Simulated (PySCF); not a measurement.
## How methods differ on the excitation energy of Eu

Eu [Xe] 4f7 6s2 (8S) → Eu [Xe] 4f6 5d1 6s2 (high-spin determinant), as a difference of total energies. Computed with PySCF 2.14 in x2c-TZVPPall (11s7p7d4f2g, 113 functions), with scalar relativity by spin-free X2C-1e. Correlated levels: valence: [Kr] 4d10 frozen; valence and next inner shell: [Ar] 3d10 frozen. The calculations carry no spin-orbit coupling.

```json
{"method": "UHF", "excitation energy (cm⁻¹)": "17652"}
{"method": "LDA", "excitation energy (cm⁻¹)": "36208"}
{"method": "PBE", "excitation energy (cm⁻¹)": "33409"}
{"method": "PBE0", "excitation energy (cm⁻¹)": "29939"}
{"method": "MP2 (valence)", "excitation energy (cm⁻¹)": "31257"}
{"method": "SCS-MP2 (valence)", "excitation energy (cm⁻¹)": "24374"}
{"method": "MP2 (valence and next inner shell)", "excitation energy (cm⁻¹)": "33546"}
{"method": "SCS-MP2 (valence and next inner shell)", "excitation energy (cm⁻¹)": "26864"}
```

A first-order spin-orbit estimate (lowest level to lowest level, LS coupling) adds -0.481 eV.

The determinant of the upper state mixes LS terms, which raises its energy above the lowest term, most at the Hartree-Fock and MP2 levels.
